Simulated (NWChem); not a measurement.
System: SiHCl3; SMILES Cl[SiH](Cl)Cl

The following NWChem deck was run.

```
start job
memory heap 200 mb stack 900 mb global 1100 mb
geometry units angstroms noautoz
  Si     0.000000     0.000000     0.500755
  Cl    -0.502172    -1.859017    -0.187689
  Cl    -1.358870     1.364402    -0.187689
  Cl     1.861042     0.494615    -0.187689
  H      0.000000     0.000000     1.977546
end
basis spherical
  * library def2-tzvpd
end
dft
  xc xcamb88 1.00 lyp 0.81 vwn_5 0.19 hfexch 1.00
  cam 0.33 cam_alpha 0.19 cam_beta 0.46
  iterations 150
  semidirect filesize 400000000
  mulliken
end
task dft energy
```

Excerpt of the output:

```
             Northwest Computational Chemistry Package (NWChem) 7.3.0
             --------------------------------------------------------

 C3  symmetry detected

                             Geometry "geometry" -> ""
                             -------------------------

 Output coordinates in angstroms (scale by  1.889725989 to convert to a.u.)

  No.       Tag          Charge          X              Y              Z
 ---- ---------------- ---------- -------------- -------------- --------------
    1 Si                  14.0000     0.00000000    -0.00000000     0.50960383
    2 Cl                  17.0000    -1.34770827     1.37542842    -0.17884017
    3 Cl                  17.0000     1.86501009     0.47943538    -0.17884017
    4 Cl                  17.0000    -0.51730182    -1.85486381    -0.17884017
    5 H                    1.0000     0.00000000    -0.00000000     1.98639483

 Effective nuclear repulsion energy (a.u.)     336.6454492163

      Symmetry information
      --------------------

 Group name             C3
 Group number              5
 Group order               3
 No. of unique centers     3

                                 NWChem DFT Module
                                 -----------------

 Summary of "ao basis" -> "ao basis" (spherical)
 ------------------------------------------------------------------------------
       Tag                 Description            Shells   Functions and Types
 ---------------- ------------------------------  ------  ---------------------
 Si                        def2-tzvpd               15       43   6s5p3d1f
 Cl                        def2-tzvpd               16       46   6s6p3d1f
 H                         def2-tzvpd                5        9   3s2p

      Symmetry analysis of basis
      --------------------------

        a          68
        e+         61
        e-         61

  Rotation of axis

            General Information
            -------------------
          SCF calculation type: DFT
          Wavefunction type:  closed shell.
          No. of atoms     :     5
          No. of electrons :    66
           Alpha electrons :    33
            Beta electrons :    33
          Charge           :     0
          Spin multiplicity:     1
          Use of symmetry is: on ; symmetry adaption is: on
          Maximum number of iterations: 150
          AO basis - number of functions:   190
                     number of shells:    68
          Convergence on energy requested:  1.00D-06
          Convergence on density requested:  1.00D-05
          Convergence on gradient requested:  5.00D-04

              XC Information
              --------------
                     Hartree-Fock (Exact) Exchange  1.000
                   CAM-Becke88 Exchange Functional  1.000
                      VWN V Correlation Functional  0.190 local
              Lee-Yang-Parr Correlation Functional  0.810

           Range-Separation Parameters
           ---------------------------
           Alpha           :  0.19
           Beta            :  0.46
           Gamma           :  0.33
           Short-Range HF  :     F

             Grid Information
             ----------------
          Grid used for XC integration:  medium
          Radial quadrature: Mura-Knowles
          Angular quadrature: Lebedev.
          Tag              B.-S. Rad. Rad. Pts. Rad. Cut. Ang. Pts.
          ---              ---------- --------- --------- ---------
          Si                  1.10       88          12.0       590
          Cl                  1.00       88          14.0       590
          H                   0.35       45          12.0       434
          Grid pruning is: on
          Number of quadrature shells:   221
          Spatial weights used:  Erf1

      Superposition of Atomic Density Guess
      -------------------------------------

 Sum of atomic energies:       -1667.76895704

      Non-variational initial energy
      ------------------------------

 Total energy =   -1668.716626
 1-e energy   =   -2977.622661
 2-e energy   =     972.260585
 HOMO         =      -0.401818
 LUMO         =       0.027761

      Symmetry analysis of molecular orbitals - initial
      -------------------------------------------------

  Numbering of irreducible representations:

     1 a           2 e+          3 e-

  Orbital symmetries:

     1 a           2 e+          3 e+          4 a           5 a
     6 e+          7 e+          8 a           9 e+         10 e+
    11 a          12 e+         13 e+         14 e+         15 e+
    16 a          17 a          18 a          19 e+         20 e+
    21 a          22 e+         23 e+         24 a          25 e+
    26 e+         27 a          28 e+         29 e+         30 e+
    31 e+         32 a          33 a          34 a          35 a
    36 e+         37 e+         38 a          39 e+         40 e+
    41 e+         42 e+         43 e+

     ---------------------------------------------
      Total Density - Mulliken Population Analysis
     ---------------------------------------------

    Atom       Charge   Shell Charges
 -----------   ------   -------------------------------------------------------
    1 Si  14    12.56   2.00  0.59  1.39  0.78  0.22  0.03  4.10  1.74  0.43  0.90 -0.05  0.14  0.24 -0.01  0.06
    2 Cl  17    17.45   2.01  0.45  1.52  1.10  0.86  0.03  4.19  1.69  1.11  2.95  1.50  0.03  0.00  0.02  0.01  0.00
    3 Cl  17    17.45   2.01  0.45  1.52  1.10  0.86  0.03  4.19  1.69  1.11  2.95  1.50  0.03  0.00  0.02  0.01  0.00
    4 Cl  17    17.45   2.01  0.45  1.52  1.10  0.86  0.03  4.19  1.69  1.11  2.95  1.50  0.03  0.00  0.02  0.01  0.00
    5 H    1     1.08   0.22  0.53  0.29  0.01  0.03

   convergence    iter        energy       DeltaE   RMS-Dens  Diis-err
 ---------------- ----- ----------------- --------- --------- ---------
 d= 0,ls=0.0,diis     1  -1670.8679213156 -2.01D+03  4.11D-03  1.95D+00
 d= 0,ls=0.0,diis     2  -1670.8943219759 -2.64D-02  2.93D-03  4.36D-01
 d= 0,ls=0.0,diis     3  -1670.9312919441 -3.70D-02  9.86D-04  1.58D-01
 d= 0,ls=0.0,diis     4  -1670.9505754308 -1.93D-02  6.49D-05  2.13D-04
 d= 0,ls=0.0,diis     5  -1670.9506038576 -2.84D-05  1.74D-05  1.79D-05
  Resetting Diis
 d= 0,ls=0.0,diis     6  -1670.9506062210 -2.36D-06  5.47D-06  1.09D-06
 d= 0,ls=0.0,diis     7  -1670.9506064291 -2.08D-07  1.29D-06  4.85D-08

         Total DFT energy =    -1670.950606429125
      One electron energy =    -2979.250219261300
           Coulomb energy =     1077.859646396133
    Exchange-Corr. energy =     -106.205482780240
 Nuclear repulsion energy =      336.645449216282

 Numeric. integr. density =       66.000004403828

                  Occupations of the irreducible representations
                  ----------------------------------------------

                     irrep           alpha         beta
                     --------     --------     --------
                     a                13.0         13.0
                     e+               20.0         20.0
                     e-                0.0          0.0

                       DFT Final Molecular Orbital Analysis
                       ------------------------------------

 Vector   31  Occ=2.000000D+00  E=-4.107407D-01  Symmetry=e+
              MO Center=  2.1D-01,  5.8D-01, -1.2D-01, r^2= 4.4D+00
   Bfn.  Coefficient  Atom+Function         Bfn.  Coefficient  Atom+Function
  ----- ------------  ---------------      ----- ------------  ---------------
   107     -0.289662  3 Cl pz                61      0.276350  2 Cl pz
   105     -0.230793  3 Cl px                59     -0.213160  2 Cl px
   110     -0.187651  3 Cl pz                64      0.179027  2 Cl pz
   151     -0.174748  4 Cl px               104     -0.139186  3 Cl pz
    58      0.132790  2 Cl pz               108     -0.129598  3 Cl px

 Vector   32  Occ=2.000000D+00  E=-4.064095D-01  Symmetry=a
              MO Center=  5.7D-14,  3.7D-14,  3.2D-01, r^2= 4.5D+00
   Bfn.  Coefficient  Atom+Function         Bfn.  Coefficient  Atom+Function
  ----- ------------  ---------------      ----- ------------  ---------------
    61      0.268863  2 Cl pz               107      0.268863  3 Cl pz
   153      0.268863  4 Cl pz               183     -0.182558  5 H  s
    64      0.167203  2 Cl pz               110      0.167203  3 Cl pz
   156      0.167203  4 Cl pz                58      0.130567  2 Cl pz
   104      0.130567  3 Cl pz               150      0.130567  4 Cl pz

 Vector   33  Occ=2.000000D+00  E=-3.962232D-01  Symmetry=a
              MO Center=  7.5D-14,  1.6D-14, -1.6D-01, r^2= 4.8D+00
   Bfn.  Coefficient  Atom+Function         Bfn.  Coefficient  Atom+Function
  ----- ------------  ---------------      ----- ------------  ---------------
   106      0.314937  3 Cl py               151      0.313224  4 Cl px
    59     -0.232262  2 Cl px                60     -0.227583  2 Cl py
   109      0.203133  3 Cl py               154      0.202029  4 Cl px
   103      0.152097  3 Cl py               148      0.151269  4 Cl px
    62     -0.149808  2 Cl px                63     -0.146791  2 Cl py

 Vector   34  Occ=0.000000D+00  E= 1.300365D-02  Symmetry=a
              MO Center=  2.0D-15, -2.5D-15, -5.0D-01, r^2= 1.3D+01
   Bfn.  Coefficient  Atom+Function         Bfn.  Coefficient  Atom+Function
  ----- ------------  ---------------      ----- ------------  ---------------
     6      2.784959  1 Si s                 49     -0.940614  2 Cl s
    95     -0.940614  3 Cl s                141     -0.940614  4 Cl s
     5      0.887686  1 Si s                 21     -0.737846  1 Si pz
   111      0.531052  3 Cl px               158     -0.528163  4 Cl py
     4      0.396000  1 Si s                 66      0.391647  2 Cl py

[...]
```

Level: CAM-B3LYP/def2-TZVPD. The geometry was optimised at PBE0/def2-SVP.
